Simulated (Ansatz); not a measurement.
A run of Ansatz (development build ahead of 0.2.0) on singlet H16 at this shape:

| atom | x (Å) | y (Å) | z (Å) |
| --- | --- | --- | --- |
| H | -1.0332 | -1.2975 | -0.8316 |
| H | -1.1748 | -1.2189 | -1.5172 |
| H | -1.0035 | -0.9965 | 1.6575 |
| H | -1.2964 | -1.2697 | 0.9475 |
| H | -1.0027 | 1.2120 | -0.6639 |
| H | -1.1346 | 1.0709 | -1.6841 |
| H | -0.9796 | 1.2637 | 1.4950 |
| H | -1.2850 | 1.1472 | 0.6046 |
| H | 1.0279 | -1.2047 | -0.7844 |
| H | 1.0332 | -1.2351 | -1.4911 |
| H | 1.2863 | -1.1769 | 1.3944 |
| H | 1.2717 | -1.0266 | 0.6444 |
| H | 1.3020 | 1.1143 | -0.7628 |
| H | 1.0946 | 1.3104 | -1.4606 |
| H | 1.0895 | 1.1916 | 1.5668 |
| H | 1.1771 | 1.1875 | 0.6768 |

Its results:

- Converged: yes
- Reference energy: -8.87142 hartree
- Correlation energy: -0.23718 hartree
- Total energy: -9.10860 hartree
- Spin squared of the determinant: 0.000

Problem. Which input gives this output? Name the method, the orbitals and the basis set, and write the input.

Solution. RHF-MP2 in cc-pVDZ. An unrestricted run that stays on the closed shell gives the same numbers.

```yaml
crystal:
  periodic: [false, false, false]
  atoms:
    - { symbol: H, position_ang: [-1.03318, -1.29752, -0.83159] }
    - { symbol: H, position_ang: [-1.17476, -1.21891, -1.5172] }
    - { symbol: H, position_ang: [-1.00352, -0.99647, 1.65751] }
    - { symbol: H, position_ang: [-1.29638, -1.26972, 0.94748] }
    - { symbol: H, position_ang: [-1.0027, 1.21195, -0.66387] }
    - { symbol: H, position_ang: [-1.13462, 1.07092, -1.68409] }
    - { symbol: H, position_ang: [-0.97957, 1.26368, 1.49499] }
    - { symbol: H, position_ang: [-1.28502, 1.14723, 0.60459] }
    - { symbol: H, position_ang: [1.02792, -1.20466, -0.78437] }
    - { symbol: H, position_ang: [1.03315, -1.2351, -1.49114] }
    - { symbol: H, position_ang: [1.28627, -1.1769, 1.39436] }
    - { symbol: H, position_ang: [1.27169, -1.02658, 0.64436] }
    - { symbol: H, position_ang: [1.30197, 1.11431, -0.76281] }
    - { symbol: H, position_ang: [1.09458, 1.31044, -1.46056] }
    - { symbol: H, position_ang: [1.0895, 1.19161, 1.5668] }
    - { symbol: H, position_ang: [1.17711, 1.18752, 0.67685] }
basis:
  gaussian: { orbitals: cc-pVDZ }
hamiltonian:
  xc: hf
correlation:
  method: mp2
  frozen_orbitals: { H: 0 }
```

Caution: bonds are stretched, where a single reference can fail; stretched shape with no unrestricted run beside it, a lower state can exist.
